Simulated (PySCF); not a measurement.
Gas-phase reaction: 2 WOF4 + 2 F + H2O = 2 WF5OH + O

Method: PySCF energies (xtb for GFN2) plus ideal-gas RRHO corrections (1 bar). † marks an energy on the PBE0/def2-TZVP geometry and frequencies; other levels use their own. MP2 freezes the core. Open shells (unrestricted): F (multiplicity 2, electronic degeneracy 6), O (multiplicity 3, electronic degeneracy 9); the rest are closed-shell singlets. GFN2 has no spin-polarisation term. Spin-orbit splitting is ignored; it lowers the true energy and changes the entropy of F, O. W: scalar-relativistic def2 core potential, no spin-orbit coupling. WF5OH: computed as isolated molecules; such fragments, hydroxides, amides, oligomers or adducts are transient or little studied in the gas. MP2 isn't extrapolated to the basis-set limit; its ΔH°(298 K) is -203.8 kJ in def2-SVP and -195.2 kJ in def2-TZVPP. The harmonic model lacks anharmonicity and excited electronic states, which grow with temperature; levels with a mode under 35 cm⁻¹ are left out. Soft modes under 120 cm⁻¹ make the harmonic entropy rough for WOF4, WF5OH. Warning, point group unlike the PBE0 one: WF5OH (GFN2-xTB).

```csv
level,"ΔE electronic, kJ","ΔH°(298 K), kJ","ΔS°(298 K), J/K","ΔG°(600 K), kJ"
GFN2-xTB,-530,-531,-257,-379
MP2/def2-TZVPP†,-198,-195,-237,-56
PBE/def2-SVP,-353,-350,-220,-220
PBE/def2-TZVP†,-297,-294,-237,-154
r2SCAN/def2-TZVP†,-323,-320,-237,-180
LDA/def2-TZVP†,-438,-435,-237,-296
ωB97M-V/def2-TZVP†,-302,-299,-237,-160
ωB97X-V/def2-TZVP†,-299,-296,-237,-156
```
ΔH° is lowest at GFN2-xTB and highest at MP2/def2-TZVPP†. No reference value is set beside these.
